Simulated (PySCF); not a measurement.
C4H2Cl3F, SMILES ClC(C(Cl)(Cl)F)=C=C. Heavy atoms are numbered as in [CH2:1]=[C:2]=[C:3]([Cl:4])[C:5]([F:6])([Cl:7])[Cl:8]. Hydrogens are named by the atom that carries them.

Geometry optimised at B3LYP-D3(BJ)/def2-SVP. This is a generated structure with no PubChem entry under its InChIKey; it may be hypothetical. Other conformers were not sampled.

Method: HF/pcSseg-1 run with PySCF.

GIAO shieldings, no solvent; atoms alike by connectivity are averaged. δ = σ(ref) − σ: ¹³C against TMS (σ = 192.6 ppm); ³⁵Cl against HCl (σ = 958.2 ppm); ¹⁹F against CFCl3 (σ = 238.5 ppm); ¹H against TMS (σ = 31.99 ppm), references at their B3LYP-D3(BJ)/def2-TZVP geometries, non-relativistic (without spin–orbit terms, shifts of atoms bonded to Cl or Br come out too high).

Q: Estimate the chemical shifts. (The exact figures need the calculation; the answer reports its results.)

A: 
```
nucleus     atoms  count  δ (ppm)
-------  --------  -----  -------
¹³C            C2      1    225.6
¹³C            C5      1    115.5
¹³C            C3      1    114.3
¹³C      C1 (CH2)      1     97.2
³⁵Cl          Cl7      2    371.4
³⁵Cl          Cl4      1    140.4
¹⁹F            F6      1    -54.9
¹H        H on C1      2     6.28
```
